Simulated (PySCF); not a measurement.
PySCF input file for C₂H₁₂Si₄, SMILES [SiH3][SiH]1C[SiH2][SiH2]C1, TDA-PBE/def2-SVPD. Coordinates come from a PBE-D3(BJ)/def2-SVP optimisation. The structure was generated by enumeration, and PubChem lists no compound with its InChIKey, so it may never have been made. Other conformers were not sampled.

```python
import numpy as np
from pyscf import gto, scf, dft, tdscf

mol = gto.M(
    atom='''
    Si    3.10251368    0.13569315    0.00000000
    Si    0.82383656   -0.45250589   -0.00000000
    C    -0.10513701    0.24155649   -1.51370325
    Si   -1.97862417    0.02879734   -1.18600414
    Si   -1.97862418    0.02879733    1.18600414
    C    -0.10513701    0.24155649    1.51370325
    H     3.80959876   -0.39197957   -1.22194322
    H     3.80959876   -0.39197957    1.22194322
    H     3.22702247    1.63918092   -0.00000001
    H     0.68868382   -1.95723875   -0.00000000
    H     0.12208160    1.32622776   -1.60058044
    H     0.21116824   -0.24315308   -2.45976958
    H    -2.45541134   -1.29071068   -1.73520923
    H    -2.79818155    1.12383207   -1.81968421
    H    -2.45541134   -1.29071068    1.73520923
    H    -2.79818155    1.12383207    1.81968422
    H     0.21116824   -0.24315308    2.45976958
    H     0.12208161    1.32622776    1.60058044
    ''',
    basis='def2-SVPD',
    charge=0,
    spin=0,
    symmetry=True,
    max_memory=1600,
    verbose=4,
)
mf = dft.RKS(mol, xc='pbe').density_fit(auxbasis='def2-universal-jkfit')
mf.grids.level = 3
mf.conv_tol = 1e-9
mf.max_cycle = 100
mf.kernel()
mf.grids = dft.Grids(mol).set(level=1).build(with_non0tab=True)  # coarser grid for the response kernel
td = tdscf.TDA(mf)
td.singlet = True
td.nstates = 6
td.conv_tol = 1e-4
td.positive_eig_threshold = 1e-6
td.kernel(x0=td.get_init_guess(mf, 11))
td.analyze()
tt = tdscf.TDA(mf)
tt.singlet = False
tt.nstates = 2
tt.conv_tol = 1e-4
tt.positive_eig_threshold = 1e-6
tt.kernel(x0=tt.get_init_guess(mf, 7))
tt.analyze(verbose=3)
```

Log of the run:

```
PySCF version 2.14.0

[INPUT] verbose = 4
[INPUT] num. atoms = 18
[INPUT] num. electrons = 80
[INPUT] charge = 0
[INPUT] spin (= nelec alpha-beta = 2S) = 0
[INPUT] symmetry True subgroup None
[INPUT] Mole.unit = angstrom
[INPUT] Symbol           X                Y                Z      unit          X                Y                Z       unit  Magmom
[INPUT]  1 Si     3.102513680000   0.135693150000   0.000000000000 AA    5.862901152916   0.256422890480   0.000000000000 Bohr   0.0
[INPUT]  2 Si     0.823836560000  -0.452505890000   0.000000000000 AA    1.556825469804  -0.855112201853   0.000000000000 Bohr   0.0
[INPUT]  3 C     -0.105137010000   0.241556490000  -1.513703250000 AA   -0.198680154456   0.456475609711  -2.860484576364 Bohr   0.0
[INPUT]  4 Si    -1.978624170000   0.028797340000  -1.186004140000 AA   -3.739057784745   0.054419085716  -2.241223007200 Bohr   0.0
[INPUT]  5 Si    -1.978624180000   0.028797330000   1.186004140000 AA   -3.739057803642   0.054419066819   2.241223007200 Bohr   0.0
[INPUT]  6 C     -0.105137010000   0.241556490000   1.513703250000 AA   -0.198680154456   0.456475609711   2.860484576364 Bohr   0.0
[INPUT]  7 H      3.809598760000  -0.391979570000  -1.221943220000 AA    7.199098300883  -0.740734033725  -2.309138025569 Bohr   0.0
[INPUT]  8 H      3.809598760000  -0.391979570000   1.221943220000 AA    7.199098300883  -0.740734033725   2.309138025569 Bohr   0.0
[INPUT]  9 H      3.227022470000   1.639180920000  -0.000000010000 AA    6.098188666117   3.097603007413  -0.000000018897 Bohr   0.0
[INPUT] 10 H      0.688683820000  -1.957238750000   0.000000000000 AA    1.301423806219  -3.698645197886   0.000000000000 Bohr   0.0
[INPUT] 11 H      0.122081600000   1.326227760000  -1.600580440000 AA    0.230700788849   2.506207245195  -3.024658671936 Bohr   0.0
[INPUT] 12 H      0.211168240000  -0.243153080000  -2.459769580000 AA    0.399050139806  -0.459492727544  -4.648290835736 Bohr   0.0
[INPUT] 13 H     -2.455411340000  -1.290710680000  -1.735209230000 AA   -4.640054955751  -2.439089691251  -3.279070213517 Bohr   0.0
[INPUT] 14 H     -2.798181550000   1.123832070000  -1.819684210000 AA   -5.287796776311   2.123734822303  -3.438704790096 Bohr   0.0
[INPUT] 15 H     -2.455411340000  -1.290710680000   1.735209230000 AA   -4.640054955751  -2.439089691251   3.279070213517 Bohr   0.0
[INPUT] 16 H     -2.798181550000   1.123832070000   1.819684220000 AA   -5.287796776311   2.123734822303   3.438704808993 Bohr   0.0
[INPUT] 17 H      0.211168240000  -0.243153080000   2.459769580000 AA    0.399050139806  -0.459492727544   4.648290835736 Bohr   0.0
[INPUT] 18 H      0.122081610000   1.326227760000   1.600580440000 AA    0.230700807746   2.506207245195   3.024658671936 Bohr   0.0

nuclear repulsion = 504.849672914892
point group symmetry = Cs
symmetry origin: [1.41729450e-09 1.65351036e-09 2.22044605e-17]
symmetry axis x: [ 1.00000000e+00  4.24239896e-12 -9.47125238e-10]
symmetry axis y: [-4.24239692e-12  1.00000000e+00  2.15151285e-09]
symmetry axis z: [ 9.47125238e-10 -2.15151283e-09  1.00000000e+00]
num. orbitals of irrep A' = 130
num. orbitals of irrep A" = 102
number of shells = 104
number of NR pGTOs = 348
number of NR cGTOs = 232
basis = def2-SVPD
ecp = {}


[settings echo left out]
init E= -1240.10744063334
HOMO (A') = -0.290337952678356  LUMO (A') = -0.0754337660619671  gap/eV = 5.84784
cycle= 1 E= -1240.18138115715  delta_E= -0.0739  |g|= 0.586  |ddm|= 5.14
HOMO (A") = -0.189930667265751  LUMO (A') = -0.0159245449962224  gap/eV = 4.73495
cycle= 2 E= -1239.95900118964  delta_E= 0.222  |g|= 1.02  |ddm|=    2
HOMO (A') = -0.242865997575579  LUMO (A') = -0.038891141655685  gap/eV = 5.55044
cycle= 3 E= -1240.27056830586  delta_E= -0.312  |g|= 0.116  |ddm|= 1.47
HOMO (A') = -0.240647645735226  LUMO (A') = -0.035719969252225  gap/eV = 5.57637
cycle= 4 E= -1240.27538036444  delta_E= -0.00481  |g|= 0.0388  |ddm|= 0.329
HOMO (A') = -0.244440868996371  LUMO (A') = -0.0387768856338457  gap/eV = 5.59640
cycle= 5 E= -1240.27594340099  delta_E= -0.000563  |g|= 0.00849  |ddm|= 0.0964
HOMO (A') = -0.24347765384229  LUMO (A') = -0.0380378567829776  gap/eV = 5.59030
cycle= 6 E= -1240.2759719513  delta_E= -2.86e-05  |g|= 0.00179  |ddm|= 0.0201
HOMO (A') = -0.243493528972272  LUMO (A') = -0.0380414495410735  gap/eV = 5.59064
cycle= 7 E= -1240.27597323329  delta_E= -1.28e-06  |g|= 0.000376  |ddm|= 0.00426
HOMO (A') = -0.243453808887912  LUMO (A') = -0.0380246008268612  gap/eV = 5.59001
cycle= 8 E= -1240.2759732853  delta_E= -5.2e-08  |g|= 0.000145  |ddm|= 0.00109
HOMO (A') = -0.24346590595254  LUMO (A') = -0.0380282125632938  gap/eV = 5.59024
cycle= 9 E= -1240.27597329457  delta_E= -9.28e-09  |g|= 2.39e-05  |ddm|= 0.000362
HOMO (A') = -0.243467928777962  LUMO (A') = -0.0380293025098877  gap/eV = 5.59027
cycle= 10 E= -1240.2759732948  delta_E= -2.28e-10  |g|= 6.94e-06  |ddm|= 7.72e-05
HOMO (A') = -0.243466532292213  LUMO (A') = -0.0380292177806014  gap/eV = 5.59023
Extra cycle  E= -1240.2759732948  delta_E= -1.14e-12  |g|= 7.38e-06  |ddm|= 3.5e-05
converged SCF energy = -1240.2759732948
tot grids = 65672
Overwritten attributes  positive_eig_threshold  of <class 'pyscf.tdscf.rks.TDA'>


******** <class 'pyscf.tdscf.rks.TDA'> for <class 'pyscf.df.df_jk.DFSymAdaptedRKS'> ********
nstates = 6 singlet
deg_eia_thresh = 1.000e-03
wfnsym = None
conv_tol = 0.0001
eigh lindep = 1e-12
eigh level_shift = 0
eigh max_cycle = 100


Excitation energies (eV)
[5.72919694 5.75193631 5.82558414 5.98025045 6.04365495 6.14398071]

** Singlet excitation energies and oscillator strengths **
Excited State   1:   A'      5.72920 eV    216.41 nm  f=0.0090
      39 -> 42       -0.15578
      40 -> 41        0.65537
      40 -> 42       -0.15796
Excited State   2:   A'      5.75194 eV    215.55 nm  f=0.0170
      39 -> 41       -0.44361
      40 -> 41        0.18766
      40 -> 42        0.50024
Excited State   3:   A'      5.82558 eV    212.83 nm  f=0.0546
      39 -> 41        0.45239
      39 -> 42       -0.27195
      40 -> 42        0.43680
Excited State   4:   A"      5.98025 eV    207.32 nm  f=0.0003
      39 -> 43       -0.69198
      40 -> 43       -0.10837
Excited State   5:   A'      6.04365 eV    205.15 nm  f=0.0128
      39 -> 41       -0.25564
      39 -> 42       -0.60727
      39 -> 45       -0.10626
      40 -> 41       -0.12989
      40 -> 42       -0.10975
Excited State   6:   A"      6.14398 eV    201.80 nm  f=0.0103
      39 -> 46       -0.11201
      40 -> 43       -0.66295
      40 -> 46       -0.13260

** Transition electric dipole moments (AU) **
state          X           Y           Z        Dip. S.      Osc.
  1         0.2370      0.0903      0.0000      0.0643      0.0090
  2         0.3435      0.0519      0.0000      0.1207      0.0170
  3         0.6129     -0.0831      0.0000      0.3826      0.0546
  4         0.0000     -0.0000     -0.0457      0.0021      0.0003
  5        -0.0099      0.2938     -0.0000      0.0864      0.0128
  6        -0.0000     -0.0000      0.2614      0.0683      0.0103

** Transition velocity dipole moments (imaginary part, AU) **
state          X           Y           Z        Dip. S.      Osc.
  1         0.0289     -0.0030      0.0000      0.0008      0.0027
  2         0.0570      0.0021      0.0000      0.0033      0.0103
  3         0.0794      0.0088      0.0000      0.0064      0.0199
  4         0.0000     -0.0000      0.0126      0.0002      0.0005
  5        -0.0025     -0.0037      0.0000      0.0000      0.0001
  6        -0.0000      0.0000     -0.0231      0.0005      0.0016

** Transition magnetic dipole moments (imaginary part, AU) **
state          X           Y           Z
  1        -0.0000     -0.0000     -0.5182
  2        -0.0000     -0.0000     -0.0101
  3        -0.0000     -0.0000      0.2641
  4         0.0151      0.6544      0.0000
  5        -0.0000      0.0000      0.3900
  6         0.0387      1.6042     -0.0000


******** <class 'pyscf.tdscf.rks.TDA'> for <class 'pyscf.df.df_jk.DFSymAdaptedRKS'> ********
nstates = 2 triplet
deg_eia_thresh = 1.000e-03
wfnsym = None
conv_tol = 0.0001
eigh lindep = 1e-12
eigh level_shift = 0
eigh max_cycle = 100


Excitation energies (eV)
[5.2969742  5.40372938]

** Triplet excitation energies and oscillator strengths **
Excited State   1:   A'      5.29697 eV    234.07 nm  f=0.0000
Excited State   2:   A'      5.40373 eV    229.44 nm  f=0.0000
```

The calculation finished and met its thresholds.
